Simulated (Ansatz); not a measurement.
Basis sets compared for the cluster Sn5H7⁺. Charge 1, multiplicity 1. Geometry PBE-D4/def2-SVP. Ansatz on 4 threads of Arm Neoverse V2 on a shared host; times are rough, and most runs start from earlier orbitals.

Cartesian coordinates in Å:
```
Sn -2.7238 -0.7172 -1.3664
Sn 2.6937 1.2676 -1.0286
Sn 2.3753 0.0644 1.5096
Sn -0.2658 -0.3996 0.2345
Sn -2.6346 0.2015 2.1791
H 1.7155 0.9488 -2.4365
H -3.4449 -0.1536 0.4376
H -1.1658 1.1181 1.2337
H 4.2684 1.7478 -1.5744
H -1.2440 -1.1229 1.8730
H 3.0008 -0.5703 -0.3604
H -2.5747 -2.3849 -0.7013
```

In the def2 sets Sn takes a core potential; there is no spin–orbit coupling. Another isomer (singlet) lies 0.66 eV lower at PBE0-D4/def2-TZVP; other spin states weren't run for this one.

| level | functions | energy (Eh) | HOMO (eV) | LUMO (eV) | wall time |
| --- | --- | --- | --- | --- | --- |
| PBE-D4/def2-SVP | 165 | -1075.4664 | -9.14 | -7.10 | 2.3 s |
| PBE0-D4/def2-SVP | 165 | -1075.5002 | -9.89 | -6.49 | 4.8 s |

(1) Estimate the rows for PBE-D4/def2-TZVP (with forces), PBE0-D4/def2-TZVP.

Answers

(1) 
| level | functions | energy (Eh) | HOMO (eV) | LUMO (eV) | wall time |
| --- | --- | --- | --- | --- | --- |
| PBE-D4/def2-TZVP (with forces) | 292 | -1075.5076 | -9.12 | -7.08 | 6.5 s |
| PBE0-D4/def2-TZVP | 292 | -1075.5382 | -9.86 | -6.46 | 18 s |
